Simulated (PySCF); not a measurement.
What went wrong, or what changed?

The sound run of [BiCl]2+ (singlet) uses PySCF 2.14.0, RKS B3LYP, Bi def2-SVP with ECP60, Cl def2-SVP; non-relativistic Hamiltonian with scalar-relativistic core potentials where named; density fitting; no spin-orbit coupling, grid (50, 194), threshold 1e-8 and 55 cycles at the relaxed geometry. This run, with dm0 from free metal ions and neutral atoms, differs:

```python
mol = gto.M(atom='''
Bi     0.00000     0.00000    -0.28184
Cl    -0.00000     0.00000     2.04642''',
    basis={'Bi': 'def2-SVP', 'Cl': 'def2-SVP'},
    ecp={'Bi': 'def2-SVP'},
    charge=-1, spin=0)
mf = dft.RKS(mol, xc='B3LYP')
mf.grids.atom_grid = (50, 194)
mf = mf.density_fit()  # fitting sets: Bi def2-universal-JKFIT, Cl def2-universal-JKFIT
mf.conv_tol = 1e-08; mf.max_cycle = 97
mf.kernel(dm0)
```

Q: What was changed, and how did it end?

A: The charge was changed. The program refused it. The cycle limit differs too. These settings are unsound on purpose: the numbers aren't the compound's.
```
RuntimeError: Electron number 41 and spin 0 are not consistent
Note mol.spin = 2S = Nalpha - Nbeta, not 2S+1
```

Run from Python with OMP_NUM_THREADS=2; the lines above give its settings.
